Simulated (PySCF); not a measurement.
PySCF input (HF/def2-TZVPD):

```python
from pyscf import gto, scf, dft

mol = gto.M(
    atom='''
    Sn    0.25472308    0.15056357    0.04465241
    O     0.04081424   -1.77867820   -0.07388488
    H     0.80209141   -2.37699009    0.01244254
    O    -1.52401348    0.90197804   -0.18611675
    H    -1.67265168    1.86241301   -0.16504987
    ''',
    basis='def2-tzvpd',
    ecp='def2-tzvp',
    charge=1,
    spin=1,
    verbose=4,
)

mf = scf.UHF(mol).density_fit(auxbasis='def2-universal-jkfit')
mf.conv_tol = 1e-9
mf.max_cycle = 100
mf.max_memory = 1500
mf.kernel()
if not mf.converged:
    mf = mf.newton()
    mf.kernel(mf.make_rdm1())
for _ in range(2):
    mo, _, stable, _ = mf.stability(return_status=True)
    if stable:
        break
    mf.kernel(mf.make_rdm1(mo, mf.mo_occ))
mf.analyze()
```

Output:

```
ECP def2-tzvp not found for  O
ECP def2-tzvp not found for  H
PySCF version 2.14.0

[INPUT] verbose = 4
[INPUT] num. atoms = 5
[INPUT] num. electrons = 39
[INPUT] charge = 1
[INPUT] spin (= nelec alpha-beta = 2S) = 1
[INPUT] symmetry False subgroup None
[INPUT] Mole.unit = angstrom
[INPUT] Symbol           X                Y                Z      unit          X                Y                Z       unit  Magmom
[INPUT]  1 Sn     0.254723080000   0.150563570000   0.044652410000 AA    0.481356858806   0.284523911637   0.084380825702 Bohr   0.0
[INPUT]  2 O      0.040814240000  -1.778678200000  -0.073884880000 AA    0.077127735582  -3.361214661734  -0.139622187946 Bohr   0.0
[INPUT]  3 H      0.802091410000  -2.376990090000   0.012442540000 AA    1.515733091766  -4.491860270905   0.023512992894 Bohr   0.0
[INPUT]  4 O     -1.524013480000   0.901978040000  -0.186116750000 AA   -2.879968087345   1.704491465972  -0.351709684694 Bohr   0.0
[INPUT]  5 H     -1.672651680000   1.862413010000  -0.165049870000 AA   -3.160853576994   3.519450519727  -0.311899051195 Bohr   0.0

nuclear repulsion = 126.612107291985
number of shells = 56
number of NR pGTOs = 229
number of NR cGTOs = 154
basis = def2-tzvpd
ecp = def2-tzvp

******** <class 'pyscf.df.df_jk.DFUHF'> ********
method = DFUHF
initial guess = minao
damping factor = 0
level_shift factor = 0
DIIS = <class 'pyscf.scf.diis.CDIIS'>
diis_start_cycle = 1
diis_space = 8
diis_damp = 0
SCF conv_tol = 1e-09
SCF conv_tol_grad = None
SCF max_cycles = 100
direct_scf = False
number electrons alpha = 20  beta = 19
Set gradient conv threshold to 3.16228e-05
******** <class 'pyscf.df.df.DF'> ********
auxbasis = def2-universal-jkfit
init E= -326.663284318382
  alpha nocc = 20  HOMO = -0.732508846558286  LUMO = -0.485729007775703
  beta  nocc = 19  HOMO = -0.800732556820215  LUMO = -0.732508846558286

WARN: HOMO -0.732508846558286 >= LUMO -0.732508846558286

cycle= 1 E= -363.620447399485  delta_E=  -37  |g|= 1.39  |ddm|= 22.8
  alpha nocc = 20  HOMO = -0.521164171905266  LUMO = -0.116022595933995
  beta  nocc = 19  HOMO = -0.574366951410259  LUMO = -0.230276978348698
  HOMO = -0.521164171905  LUMO = -0.230276978349  gap/eV = 7.91544
cycle= 2 E= -363.976113189953  delta_E= -0.356  |g|= 0.542  |ddm|= 2.82
  alpha nocc = 20  HOMO = -0.631603011597655  LUMO = -0.176662363057741
  beta  nocc = 19  HOMO = -0.64907668697424  LUMO = -0.290524130755792
  HOMO = -0.631603011598  LUMO = -0.290524130756  gap/eV = 9.28123
cycle= 3 E= -364.042248573548  delta_E= -0.0661  |g|= 0.0731  |ddm|= 0.632
  alpha nocc = 20  HOMO = -0.64003602796237  LUMO = -0.173676114660651
  beta  nocc = 19  HOMO = -0.655340038506768  LUMO = -0.281894316432723
  HOMO = -0.640036027962  LUMO = -0.281894316433  gap/eV = 9.74553
[...]
  beta  nocc = 19  HOMO = -0.661316139776467  LUMO = -0.27210545710183
  HOMO = -0.64865504385  LUMO = -0.272105457102  gap/eV = 10.24644
Extra cycle  E= -364.046696153987  delta_E= -1.56e-11  |g|= 2.35e-06  |ddm|= 6.14e-06
converged SCF energy = -364.046696153987  <S^2> = 0.8125159  2S+1 = 2.0615682
uhf_internal: lowest eigs of H = [0.06458218 0.15903941 0.19780686]
<class 'pyscf.df.df_jk.DFUHF'> wavefunction is stable in the internal stability analysis
**** SCF Summaries ****
Total Energy =                        -364.046696153986886
Nuclear Repulsion Energy =             126.612107291984884
One-electron Energy =                 -827.350953201302445
Two-electron Energy =                  336.692149755330661
Two-electron Coulomb Energy =          370.837455958634962
DFT Exchange-Correlation Energy =      -34.145306203304301
HOMO-LUMO gap [eV] =                    10.246436160681508
**** MO energy ****
                             alpha | beta                alpha | beta
MO #1   energy= -20.8063596986501  | -20.7908982556379  occ= 1 | 1
MO #2   energy= -20.8063569285122  | -20.7908893765969  occ= 1 | 1
MO #3   energy= -6.15476323314007  | -6.15019766185997  occ= 1 | 1
MO #4   energy= -4.34808103752675  | -4.34549958315946  occ= 1 | 1
MO #5   energy= -4.34378297507537  | -4.33728676350951  occ= 1 | 1
MO #6   energy= -4.33517675595824  | -4.33648419922222  occ= 1 | 1
MO #7   energy= -1.6429306775881   | -1.62711673758545  occ= 1 | 1
MO #8   energy= -1.63385558021704  | -1.62226089316098  occ= 1 | 1
MO #9   energy= -1.61284653412124  | -1.60849647603331  occ= 1 | 1
MO #10  energy= -1.60757899969885  | -1.60714714221765  occ= 1 | 1
MO #11  energy= -1.60618710390564  | -1.6010734732468   occ= 1 | 1
MO #12  energy= -1.54034865889838  | -1.49746203811815  occ= 1 | 1
MO #13  energy= -1.51799441723801  | -1.47754475900979  occ= 1 | 1
MO #14  energy= -0.955206804899454 | -0.930636322351734 occ= 1 | 1
MO #15  energy= -0.879645704869446 | -0.860903440336706 occ= 1 | 1
MO #16  energy= -0.822317289882289 | -0.735045079295229 occ= 1 | 1
MO #17  energy= -0.792748264091635 | -0.733873368724231 occ= 1 | 1
MO #18  energy= -0.750737594348734 | -0.714084350116013 occ= 1 | 1
MO #19  energy= -0.732877823498853 | -0.661316139776467 occ= 1 | 1
MO #20  energy= -0.648655043850205 | -0.27210545710183  occ= 1 | 0
MO #21  energy= -0.203113578281588 | -0.173581893448649 occ= 0 | 0
MO #22  energy= -0.125043560085636 | -0.0990277056807314 occ= 0 | 0
MO #23  energy= -0.109831776981648 | -0.0922366207414947 occ= 0 | 0
MO #24  energy= -0.0874746687619705 | -0.0770836149001118 occ= 0 | 0
MO #25  energy= -0.0385777394131772 | -0.0365060890016866 occ= 0 | 0
MO #26  energy= -0.0302088383437833 | -0.0223686284587347 occ= 0 | 0
MO #27  energy= -0.0222404142823395 | -0.0214092679247957 occ= 0 | 0
MO #28  energy= -0.0199504696266648 | -0.0189126521568935 occ= 0 | 0
MO #29  energy= -0.0111282355594448 | -0.00792131912622011 occ= 0 | 0
MO #30  energy= -0.00422429080575442 | 0.000110692645984366 occ= 0 | 0
MO #31  energy= 0.00620632969185515 | 0.0146964485591267 occ= 0 | 0
MO #32  energy= 0.0134547856283004 | 0.0218992070403689 occ= 0 | 0
MO #33  energy= 0.0327847073745296 | 0.0340290836160646 occ= 0 | 0
MO #34  energy= 0.0435849918496189 | 0.0482941288086311 occ= 0 | 0
MO #35  energy= 0.0589734532097727 | 0.0596371249711535 occ= 0 | 0
MO #36  energy= 0.0731016283916733 | 0.0767472304302041 occ= 0 | 0
MO #37  energy= 0.0754807767587154 | 0.0809536243980015 occ= 0 | 0
MO #38  energy= 0.0811537045911981 | 0.0915374721357575 occ= 0 | 0
MO #39  energy= 0.110581990201318  | 0.120060859178565  occ= 0 | 0
MO #40  energy= 0.136892914660492  | 0.142243586687229  occ= 0 | 0
MO #41  energy= 0.153194510605538  | 0.15197616897449   occ= 0 | 0
MO #42  energy= 0.16101509283866   | 0.161413751723344  occ= 0 | 0
MO #43  energy= 0.183888024486367  | 0.183553813245099  occ= 0 | 0
MO #44  energy= 0.187628021631836  | 0.19288740425456   occ= 0 | 0
MO #45  energy= 0.190750978922059  | 0.203426784842722  occ= 0 | 0
MO #46  energy= 0.200735704549394  | 0.213759658640808  occ= 0 | 0
MO #47  energy= 0.213668417247927  | 0.214959349875912  occ= 0 | 0
MO #48  energy= 0.215229259363842  | 0.221154587106423  occ= 0 | 0
MO #49  energy= 0.226641835023468  | 0.227824693286439  occ= 0 | 0
MO #50  energy= 0.257017976804633  | 0.263443488241073  occ= 0 | 0
MO #51  energy= 0.296732557742013  | 0.299306564509999  occ= 0 | 0
MO #52  energy= 0.298841220817511  | 0.305744709016314  occ= 0 | 0
MO #53  energy= 0.319049831884376  | 0.333083055576494  occ= 0 | 0
MO #54  energy= 0.32825041128048   | 0.333116358357339  occ= 0 | 0
MO #55  energy= 0.361588395466747  | 0.366411594185446  occ= 0 | 0
MO #56  energy= 0.371665194407809  | 0.373736009241288  occ= 0 | 0
MO #57  energy= 0.425397932294211  | 0.428150677252742  occ= 0 | 0
MO #58  energy= 0.441756427026446  | 0.444035200474654  occ= 0 | 0
MO #59  energy= 0.442713291930091  | 0.445205168357081  occ= 0 | 0
MO #60  energy= 0.488773315436541  | 0.489820866266104  occ= 0 | 0
MO #61  energy= 0.502253477824851  | 0.510723586331726  occ= 0 | 0
MO #62  energy= 0.511553832715762  | 0.512193659370307  occ= 0 | 0
MO #63  energy= 0.54891426024431   | 0.550607920653089  occ= 0 | 0
MO #64  energy= 0.54953805728988   | 0.555505192413679  occ= 0 | 0
MO #65  energy= 0.644978481660747  | 0.648859072965568  occ= 0 | 0
MO #66  energy= 0.668854688122661  | 0.674585313511394  occ= 0 | 0
MO #67  energy= 0.681012914878388  | 0.690321515848987  occ= 0 | 0
MO #68  energy= 0.690544953370154  | 0.698192075723137  occ= 0 | 0
MO #69  energy= 0.731430070534639  | 0.739762921501917  occ= 0 | 0
MO #70  energy= 0.746544368255883  | 0.770075850220323  occ= 0 | 0
MO #71  energy= 0.789976680488959  | 0.807451278210264  occ= 0 | 0
MO #72  energy= 0.816146907668392  | 0.82299378924941   occ= 0 | 0
MO #73  energy= 0.818340558025049  | 0.826023222404143  occ= 0 | 0
MO #74  energy= 0.86915526394251   | 0.877077689661657  occ= 0 | 0
MO #75  energy= 0.9169804556724    | 0.922571174378076  occ= 0 | 0
MO #76  energy= 0.927506005734815  | 0.936304742598173  occ= 0 | 0
MO #77  energy= 0.936773236438303  | 0.941690388979706  occ= 0 | 0
MO #78  energy= 0.946904371302692  | 0.954937650812647  occ= 0 | 0
MO #79  energy= 0.955392587729417  | 0.957966715658238  occ= 0 | 0
MO #80  energy= 0.983322314881921  | 1.00059577725763   occ= 0 | 0
MO #81  energy= 0.996120454122684  | 1.01173903326366   occ= 0 | 0
MO #82  energy= 1.04875793639316   | 1.05878067827268   occ= 0 | 0
MO #83  energy= 1.11812892631465   | 1.1241750096259    occ= 0 | 0
MO #84  energy= 1.14100288447559   | 1.1592370082593    occ= 0 | 0
MO #85  energy= 1.15354208603061   | 1.15987026449053   occ= 0 | 0
MO #86  energy= 1.15804699043828   | 1.17058206824836   occ= 0 | 0
MO #87  energy= 1.20986991363035   | 1.22385520667735   occ= 0 | 0
MO #88  energy= 1.26987152957263   | 1.27179320680511   occ= 0 | 0
MO #89  energy= 1.33848243385135   | 1.34944773676291   occ= 0 | 0
MO #90  energy= 1.58985095821459   | 1.59070060479162   occ= 0 | 0
MO #91  energy= 1.70168489126018   | 1.70273068301716   occ= 0 | 0
MO #92  energy= 1.74223725339872   | 1.75640290249632   occ= 0 | 0
MO #93  energy= 1.77431881029199   | 1.78597702410612   occ= 0 | 0
MO #94  energy= 1.83176942184569   | 1.84192029827773   occ= 0 | 0
MO #95  energy= 1.8464298311229    | 1.86908811220399   occ= 0 | 0
MO #96  energy= 1.87591955458867   | 1.88040743229934   occ= 0 | 0
MO #97  energy= 1.8923508007256    | 1.91288855871572   occ= 0 | 0
MO #98  energy= 2.08371579345754   | 2.10166766631099   occ= 0 | 0
MO #99  energy= 2.17624428365954   | 2.18776063424827   occ= 0 | 0
MO #100 energy= 2.18723997540119   | 2.18834042918264   occ= 0 | 0
MO #101 energy= 2.20634523952011   | 2.20783617112779   occ= 0 | 0
MO #102 energy= 2.25673528882957   | 2.26424577191236   occ= 0 | 0
MO #103 energy= 2.38192430655949   | 2.38553367776911   occ= 0 | 0
MO #104 energy= 2.39848386827453   | 2.4019270171882    occ= 0 | 0
[...]
```
